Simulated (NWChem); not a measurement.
# C3H7FSi; SMILES C/C=C(/F)[SiH3]

```xyz
12

C      0.7125    -2.0928     0.0000
C     -0.5296    -1.2684     0.0000
C     -0.5662     0.0676     0.0000
F     -1.7686     0.6810     0.0000
Si     0.9066     1.2606     0.0000
H      1.6279    -1.4814     0.0000
H      0.7513    -2.7501     0.8844
H      0.7513    -2.7501    -0.8844
H     -1.4945    -1.7908     0.0000
H      1.7594     1.0528     1.2096
H      0.3698     2.6504     0.0000
H      1.7594     1.0528    -1.2096
```
Atoms are numbered in this order, from 1.

Computed with NWChem. Medium grid unless said otherwise, to which SCAN and Minnesota functionals are sensitive. The geometry was optimised at PBE0/def2-SVP. Not confirmed as a minimum by frequencies. Total energies of different functionals are on different scales.

```tsv
level	energy (Ha)	highest occupied level (eV)	orbital gap (eV)	dipole (D)
B3LYP/def2-SVP	-507.5982	-6.86	6.52	1.68
PBE/def2-SVP	-507.1615	-5.86	4.79	1.55
B3PW91/def2-SVP	-507.4674	-6.94	6.54	1.72
PW91/def2-SVP	-507.4723	-5.91	4.79	1.55
M06-2X/def2-SVP	-507.4554	-8.36	9.07	1.80
KT2/def2-SVP	-513.4377	-5.89	4.82	1.59
SCAN/def2-SVP	-507.5060	-6.17	5.21	1.73
```
